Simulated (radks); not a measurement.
Results of a calculation; reference values are marked as such.
Q: S-, 17 electrons, occupied as [Ne] 3s2 3p5. Level of theory: non-relativistic Kohn-Sham, PBEsol, spin-polarised, spherical densities, point nucleus; open shells are filled with parallel spins first; Watson sphere of charge +1 and radius 2.58 bohr (a radial shooting solver on a logarithmic mesh with Libxc functionals). Some entries of the table are withheld. Estimate them.

orbital  occ.  eigenvalue (eV)  <r> (bohr)  <1/r> (bohr^-1)
1s up       1        -2391.307     0.09741            15.54
1s down     1        -2391.185     0.09740            15.54
2s up       1        -208.1721      0.4820            3.040
2s down     1        -208.0514      0.4819            3.040
2p up       3        -154.5008      0.4440            2.948
2p down     3        -154.3345      0.4439            2.948
3s up       1         -17.1072         (1)           0.7881
3s down     1         -16.3016         (2)           0.7858
3p up       3          -7.3554       2.136           0.6359
3p down     2          -6.6333       2.170           0.6278

A: 
(1) 3s up <r> (bohr): 1.742
(2) 3s down <r> (bohr): 1.750
